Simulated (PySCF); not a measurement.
## Atomic charges by several schemes

C6H7O2 (charge -1).
Z-matrix (Å and degrees, GFN2-xTB geometry), rows numbered from 1:
```
C 
C   1  1.3307
C   2  1.5056  1  122.15
C   2  1.4612  1  122.11  3  -176.74
C   4  1.3246  2  124.32  1  -123.47
C   4  1.5792  2  115.62  1    55.67
O   6  1.2347  4  113.69  2   -76.96
O   6  1.2329  4  115.28  2   103.19
H   1  1.0811  2  122.04  3    -0.59
H   1  1.0755  2  120.60  3   177.65
H   3  1.0900  2  111.26  1     4.13
H   3  1.0905  2  110.27  1   125.34
H   3  1.0898  2  109.47  1  -116.45
H   5  1.0871  4  123.09  2     3.77
H   5  1.0789  4  121.32  2  -178.38
```

Density: PBE0/pcSseg-1 (PySCF); schemes: Mulliken, IAO, Hirshfeld and ESP-fitted. Isolated species at its GFN2-xTB geometry (one conformer only). The pcSseg-1 basis has no diffuse functions, a weakness for an anion.

Which atoms carry the highest charge in the Mulliken, IAO, Hirshfeld and ESP-fitted schemes?

All schemes agree: Mulliken C6 (+0.458); IAO C6 (+0.517); Hirshfeld C6 (+0.112); ESP-fitted C6 (+0.819).

Which atoms carry the lowest charge in the Mulliken, IAO, Hirshfeld and ESP-fitted schemes?

The schemes don't all agree: Mulliken O8 (-0.555); IAO O7 (-0.635); Hirshfeld O8 (-0.430); ESP-fitted O8 (-0.745).

Give the atomic charges in each scheme.

In e:

```tsv
atom	environment	Mulliken	IAO	Hirshfeld	ESP-fitted
C1	terminal =CH2 carbon	-0.058	-0.366	-0.147	-0.723
C2	fully substituted alkene carbon	-0.371	+0.032	+0.009	+0.393
C3	allylic carbon	-0.149	-0.414	-0.124	-0.497
C4	fully substituted alkene carbon	-0.244	-0.044	-0.014	-0.036
C5	terminal =CH2 carbon	-0.127	-0.373	-0.160	-0.627
C6	carboxylate carbon	+0.458	+0.517	+0.112	+0.819
O7	carboxylate oxygen	-0.552	-0.635	-0.409	-0.742
O8	carboxylate oxygen	-0.555	-0.633	-0.430	-0.745
H9	vinylic hydrogen	+0.054	+0.112	+0.016	+0.196
H10	vinylic hydrogen	+0.109	+0.163	+0.025	+0.232
H11	methyl hydrogen	+0.077	+0.121	+0.026	+0.106
H12	methyl hydrogen	+0.104	+0.135	+0.031	+0.125
H13	methyl hydrogen	+0.125	+0.150	+0.039	+0.140
H14	vinylic hydrogen	+0.051	+0.102	+0.007	+0.159
H15	vinylic hydrogen	+0.081	+0.133	+0.021	+0.201
```

Mean size of the charges over all atoms: ESP-fitted 0.383 e, IAO 0.262 e, Mulliken 0.208 e, Hirshfeld 0.105 e. Each set sums to the total charge, -1, to within 0.001 e. The ESP scheme is a least-squares fit of atom-centred charges to the potential on four shells outside the van der Waals surface, with the total charge fixed. The Hirshfeld scheme weights the molecular density at each point by an atom's share of the summed free-atom densities.

How closely do the schemes follow one another over all atoms?

Correlation coefficient and root-mean-square difference: IAO with ESP-fitted 0.96, 0.176 e; IAO with Hirshfeld 0.94, 0.186 e; Hirshfeld with ESP-fitted 0.87, 0.337 e; Mulliken with IAO 0.84, 0.175 e; Mulliken with Hirshfeld 0.83, 0.162 e; Mulliken with ESP-fitted 0.70, 0.337 e.

Sum the charges by element.

| element | atoms | Mulliken | IAO | Hirshfeld | ESP-fitted |
| --- | --- | --- | --- | --- | --- |
| C | 6 | -0.492 | -0.648 | -0.325 | -0.672 |
| O | 2 | -1.108 | -1.268 | -0.839 | -1.487 |
| H | 7 | +0.599 | +0.916 | +0.164 | +1.159 |
